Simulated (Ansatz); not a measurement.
Abridged output of a molecular run in Ansatz:

```
Functional definition: HF
765 factors; integrals over basis functions are off by at most 1.3e-3 eV
mean field evaluation 1: about -22557.2453 eV, gradient 3.1e1 eV
mean field evaluation 2: about -22557.2947 eV, gradient 3.1e1 eV
mean field evaluation 4: about -22559.7706 eV, gradient 3.1e0 eV
mean field evaluation 8: about -22559.8157 eV, gradient 1.3e-1 eV
mean field -22559.81583078 eV, -829.0579401890 hartree, gradient 1.5e-6 eV, S^2 0.000000; 0 other end points of the search recorded, 0 dependent functions left out
12 core orbitals not correlated: weight in the atoms' cores, before any rotation towards them, 1.000 or more for the frozen orbitals, at most 0.000 for the correlated occupied ones
reference -22559.81583078 eV, -829.0579401890 hartree; 11, 11 occupied and 56, 56 virtual orbitals, 765 factors
second order -12.96352893 eV of doubles, -0.00000000 eV of singles
cycle   1  -13.56851099 eV  change   -6.0e-1 eV  update   9.1e-2
cycle   2  -13.94443894 eV  change   -3.8e-1 eV  update   2.7e-2
cycle   3  -14.02572143 eV  change   -8.1e-2 eV  update   1.4e-2
cycle   4  -14.01933701 eV  change    6.4e-3 eV  update   3.7e-3
cycle   5  -14.01948976 eV  change   -1.5e-4 eV  update   1.4e-3
cycle   6  -14.01934433 eV  change    1.5e-4 eV  update   4.2e-4
cycle   7  -14.01925843 eV  change    8.6e-5 eV  update   1.5e-4
cycle   8  -14.01929970 eV  change   -4.1e-5 eV  update   5.1e-5
cycle   9  -14.01930339 eV  change   -3.7e-6 eV  update   1.8e-5
perturbative correction -0.45042603 eV, -0.0165528512 hartree
Total energy: -22574.28556020 eV, -829.5896929372 hartree
```

Its atoms:

```xyz
7

Cl   -1.6305   -2.0673   -0.9343
B    -0.5787   -0.8098   -0.3682
N    -0.7392    0.4206    0.2289
Si    0.9997    0.1968    0.0583
H    -1.4923    1.0148    0.5418
H     1.7601    0.0970    1.3300
H     1.6808    1.1478   -0.8566
```

Problem. Which basis set was used?
A. def2-TZVPPD
B. def2-TZVPP
C. def2-SVP
D. def2-SVPD

Solution. C. It gives 79 functions.

Problem. Write the keys of the input that set method, charge and spin (a neutral closed shell needs none for the last two).

Solution. 
```yaml
correlation: {method: ccsd_t}
```
